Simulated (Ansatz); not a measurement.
`C#Cc1ccc(C#Cc2ccc(C#Cc3ccc(C#Cc4ccc(C#Cc5ccccc5)cc4)cc3)cc2)cc1` with charge +1. Charge 1, multiplicity 2. Geometry r2SCAN-D4/def2-SVP, that of the neutral singlet.

Cartesian coordinates in Å:
```
C -14.470 -1.786 -9.215
C -13.445 -1.661 -8.569
C -12.247 -1.514 -7.813
C -11.535 -0.294 -7.821
C -10.367 -0.151 -7.084
C -9.865 -1.223 -6.309
C -8.673 -1.077 -5.557
C -7.642 -0.951 -4.905
C -6.452 -0.804 -4.151
C -5.738 0.418 -4.153
C -4.573 0.561 -3.414
C -4.071 -0.511 -2.639
C -2.882 -0.365 -1.883
C -1.854 -0.237 -1.227
C -0.667 -0.091 -0.468
C -0.222 -1.127 0.388
C 0.938 -0.982 1.134
C 1.706 0.205 1.056
C 2.890 0.353 1.818
C 3.915 0.481 2.480
C 5.097 0.629 3.245
C 5.468 -0.346 4.202
C 6.624 -0.200 4.954
C 7.464 0.927 4.780
C 8.646 1.075 5.547
C 9.668 1.204 6.212
C 10.852 1.353 6.982
C 11.754 2.410 6.718
C 12.914 2.551 7.477
C 13.198 1.649 8.510
C 12.311 0.601 8.780
C 11.149 0.449 8.027
C 7.095 1.900 3.821
C 5.936 1.756 3.072
C 1.262 1.241 0.199
C 0.100 1.097 -0.545
C -4.784 -1.734 -2.637
C -5.949 -1.878 -3.376
C -10.579 -2.444 -6.303
C -11.747 -2.586 -7.040
H -15.374 -1.897 -9.786
H -11.915 0.539 -8.417
H -9.822 0.797 -7.096
H -6.119 1.253 -4.747
H -4.030 1.510 -3.422
H -0.807 -2.048 0.455
H 1.272 -1.788 1.792
H 4.827 -1.220 4.345
H 6.900 -0.958 5.691
H 11.529 3.112 5.911
H 13.603 3.372 7.261
H 14.109 1.764 9.103
H 12.527 -0.107 9.586
H 10.455 -0.370 8.236
H 7.736 2.773 3.678
H 5.661 2.514 2.335
H 1.847 2.161 0.131
H -0.235 1.903 -1.202
H -4.404 -2.569 -2.043
H -6.492 -2.826 -3.369
H -10.200 -3.278 -5.708
H -12.293 -3.533 -7.029
```

Single mean-field runs in def2-SVP are fitted with def2-universal-jkfit.

Q: Estimate the α-spin orbital energies around the gap (eV) in Ansatz with PBE-D4/def2-SVP, PBE0-D4/def2-SVP.

A: 
| orbital | PBE-D4/def2-SVP | PBE0-D4/def2-SVP |
| --- | --- | --- |
| HOMO−5 | -8.74 | -9.75 |
| HOMO−4 | -8.69 | -9.72 |
| HOMO−3 | -8.48 | -9.45 |
| HOMO−2 | -8.19 | -9.17 |
| HOMO−1 | -7.70 | -8.55 |
| HOMO | -7.44 | -8.31 |
| LUMO | -5.47 | -5.00 |
| LUMO+1 | -4.92 | -4.31 |
| LUMO+2 | -4.33 | -3.62 |
| LUMO+3 | -3.80 | -3.03 |
| LUMO+4 | -3.74 | -2.91 |
| LUMO+5 | -3.72 | -2.90 |
| β HOMO | -7.59 | -8.11 |
| β LUMO | -7.31 | -7.41 |
